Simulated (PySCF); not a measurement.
Input for PySCF: R-HF/3-21G on H2INSn (SMILES [NH2][Sn][I]), a point of a torsion scan.

```python
from pyscf import gto, scf, dft, mp
from pyscf.data.elements import chemcore

mol = gto.M(
    atom='''
    N    -0.85844464   -0.02402732    0.19696021
    Sn    0.80245486    1.01568113   -0.56334547
    I     2.49663280    0.61251012    1.53400764
    H    -1.00507699   -1.01259204    0.03323336
    H    -1.76731186    0.39848370    0.03409564
    ''',
    basis='3-21g',
    charge=0, spin=0, verbose=3, max_memory=1800)
mf = scf.RHF(mol)
mf.conv_tol = 1e-8
mf.max_cycle = 100
mf.kernel()
if not mf.converged:
    mf = mf.newton().run(mf.mo_coeff, mf.mo_occ)
```

Output:

```
converged SCF energy = -12938.9418934422
```

Self-consistency was reached.

Cost: about 1.0 core-seconds (a rough figure).
